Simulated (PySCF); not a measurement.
```xyz
7

O     -0.7341    -0.8196     0.9452
Si     0.0759     0.3863     0.1800
O      0.5703    -0.0140    -1.3337
H     -1.5829    -1.0835     0.5869
H      1.2265     0.6618     1.0711
H     -0.7879     1.5709    -0.0307
H      1.2321    -0.7019    -1.4189
```

Charge 0, multiplicity 1.

Give the Mulliken and meta-Löwdin atomic charges from PBE0-D4/def2-TZVP in PySCF 2.14.0.


| atom | Mulliken (e) | meta-Löwdin (e) |
|---|---|---|
| O1 | -0.52 | -0.76 |
| Si2 | 0.50 | 1.08 |
| O3 | -0.52 | -0.76 |
| H4 | 0.33 | 0.35 |
| H5 | -0.06 | -0.13 |
| H6 | -0.06 | -0.13 |
| H7 | 0.33 | 0.35 |
